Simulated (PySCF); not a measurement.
C3H11ClSi2, SMILES CC[Si@H](Cl)[SiH2]C.

Geometry: B3LYP-D3(BJ)/def2-SVP. The structure was generated by enumeration; whether it is a known compound was not checked. One conformer was computed; it need not be the lowest.

Two levels are set side by side: TDA-PBE/def2-SVPD (PySCF) and TDA-CAM-B3LYP/def2-SVPD (PySCF). Vertical, same geometry. The lowest singlet is HOMO→LUMO 96 % with PBE and HOMO→LUMO 84 % with the other functional; states are paired by order. Differences are taken from unrounded values.

```
quantity                              TDA-PBE
------------------------------------  -------
lowest singlet excitation (eV)           5.63
lowest triplet excitation (TDA) (eV)     5.07
```

### Question
These are the TDA-PBE values. What does TDA-CAM-B3LYP give? (An estimate is asked for; the answer gives what the named calculation found.)

### Answer

```csv
quantity,TDA-CAM-B3LYP,TDA-PBE minus TDA-CAM-B3LYP
lowest singlet excitation (eV),6.38,-0.75
lowest triplet excitation (TDA) (eV),5.68,-0.61
```

Functionals without exact exchange tend to place singlet excitations lower, as here. Differences between two approximate levels are no errors against the true value.

Rough cost on one machine, each run with all the roots and properties that it gave: TDA-CAM-B3LYP against TDA-PBE about 5 times.
